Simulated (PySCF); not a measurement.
## Spin-rotation constants: `NP1CCPCC1`, C4H11NP2

Geometry:
| atom | x (Å) | y (Å) | z (Å) |
| --- | --- | --- | --- |
| N1 | 2.447 | -0.737 | 0.548 |
| P2 | 1.168 | -0.505 | -0.581 |
| C3 | -0.144 | -1.370 | 0.416 |
| C4 | -1.534 | -0.984 | -0.073 |
| P5 | -1.947 | 0.751 | 0.462 |
| C6 | -0.644 | 1.617 | -0.549 |
| C7 | 0.746 | 1.230 | -0.059 |
| H8 | 2.735 | -1.713 | 0.553 |
| H9 | 3.258 | -0.188 | 0.273 |
| H10 | -0.004 | -1.109 | 1.471 |
| H11 | 0.009 | -2.449 | 0.305 |
| H12 | -2.287 | -1.652 | 0.357 |
| H13 | -1.588 | -1.062 | -1.164 |
| H14 | -2.981 | 0.935 | -0.468 |
| H15 | -0.800 | 2.694 | -0.438 |
| H16 | -0.759 | 1.359 | -1.606 |
| H17 | 1.498 | 1.900 | -0.491 |
| H18 | 0.817 | 1.289 | 1.032 |

Computed with GIAO B97-2/pcSseg-1 magnetisability, rotational g tensor and spin-rotation constants, non-relativistic, gas phase (PySCF). Geometry: GFN2-xTB.

(1) Give the nuclear spin-rotation constants along the inertial axes (H = +C I·J) beside the isotropic shieldings.

(2) How do the rotational constants and the g tensor change when H8, H9, H10, H11, H12, H13, H14, H15, H16, H17, H18 are replaced by deuterium?

Answers

(1) Rotational constants 3.2494, 1.3280, 1.0714 GHz. A star marks the isotopologue with that one atom substituted, in its own axes.
```
atom  isotope  Caa (kHz)  Cbb (kHz)  Ccc (kHz)  mean (kHz)  σ (ppm)
  N1      14N      0.174      0.036      0.050       0.087    230.1
  P2      31P      5.280      2.524      1.559       3.121    288.6
  P5      31P      4.262      1.790      1.405       2.486    425.5
  H8       1H     -0.229     -0.059     -0.137      -0.142     31.7
  H9       1H     -0.229     -0.059     -0.137      -0.142     31.7
 H10       1H     -0.364     -0.148      0.034      -0.159     30.2
 H11       1H     -0.257      0.014     -0.121      -0.121     29.6
 H12       1H     -0.256     -0.004     -0.114      -0.125     30.0
 H13       1H     -0.351     -0.137      0.031      -0.152     29.6
 H14       1H     -0.072     -0.139     -0.036      -0.083     28.3
 H15       1H     -0.256     -0.004     -0.114      -0.125     30.0
 H16       1H     -0.351     -0.136      0.031      -0.152     29.6
 H17       1H     -0.257      0.014     -0.121      -0.121     29.6
 H18       1H     -0.364     -0.148      0.034      -0.159     30.2
  C3     13C*      0.570      0.251      0.157       0.326    150.2
  C4     13C*      0.488      0.187      0.150       0.275    167.3
```
For the geometry as given, no vibrational averaging.

(2) Constants 2.6063, 1.1817, 0.9353 GHz; g -0.0136, -0.0090, -0.0051, against -0.0169, -0.0101, -0.0059 before.
